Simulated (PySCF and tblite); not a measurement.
2,2-difluorocyclohexanone, C6H8F2O, numbered as in [O:1]=[C:2]1[CH2:3][CH2:4][CH2:5][CH2:6][C:7]1([F:8])[F:9].

Free energies: B3LYP-D3(BJ)/def2-SVPD (IEF-PCM, chloroform) on PBE0-D3(BJ)/def2-SVP structures plus GFN2-xTB thermal terms, symmetry and mirror images included. Conformers within 3 kcal/mol (GFN2-xTB free energy) were kept, 8 at most. Couplings: B3LYP/pcSseg-1 with pcJ-1 on H, F (gas phase; spin-dipole term only for pairs with B, N, F, Si or P). Couplings are for ¹⁹F, ¹H; a prime marks the second kind of pair between the same two sets of atoms. Programs: PySCF with density fitting and tblite.

The 6-ring runs over atoms 2–3–4–5–6–7. Of a mirror pair one member is shown.

```csv
conformer,shape,weight %
1,6-ring chair (F9 axial),99.8
2,"6-ring twist-boat (ring torsions 36, -64, 28, 30, -58, 22°)",0.2
```

**Question.** Give the couplings in each conformer and the averages at 298.15 K (pairs that fast motion interchanges averaged).

**Answer.** 
| coupling | pairs | 1 | 2 | average (Hz) |
| --- | --- | --- | --- | --- |
| ⁴J(H3,F8) | 2 | 5.8 | 2.2 | 5.8 |
| ⁵J(H4,F8) | 2 | 2.0 | 2.0 | 2.0 |
| ⁴J(H5,F8) | 2 | 2.3 | -0.4 | 2.3 |
| ³J(H6,F8) | 2 | 8.3 | 24.4 | 8.3 |
| ³J(H6,F8′) | 2 | 20.4 | 13.3 | 20.4 |
| ²J(H3,H3) | 1 | -15.0 | -21.7 | -15.0 |
| ³J(H3,H4) | 2 | 5.9 | 8.6 | 5.9 |
| ³J(H3,H4′) | 2 | 9.2 | 7.0 | 9.2 |
| ⁴J(H3,H5) | 2 | -0.6 | -0.5 | -0.6 |
| ⁴J(H3,H5′) | 2 | 0.9 | 0.9 | 0.9 |
| ²J(H4,H4) | 1 | -15.2 | -15.4 | -15.2 |
| ³J(H4,H5) | 2 | 9.0 | 10.3 | 9.0 |
| ³J(H4,H5′) | 2 | 4.2 | 3.0 | 4.2 |
| ⁴J(H4,H6) | 2 | 1.4 | 0.5 | 1.4 |
| ²J(H5,H5) | 1 | -15.5 | -15.7 | -15.5 |
| ³J(H5,H6) | 2 | 4.7 | 10.8 | 4.7 |
| ³J(H5,H6′) | 2 | 9.2 | 6.5 | 9.2 |
| ²J(H6,H6) | 1 | -15.7 | -16.6 | -15.7 |

Only couplings over up to 5 bonds are listed; longer-range ones, if any, are left out.

Computed couplings to fluorine can be off by tens of per cent at such levels.

F–F couplings are left out: such levels miss them by tens of Hz and can give the wrong sign.
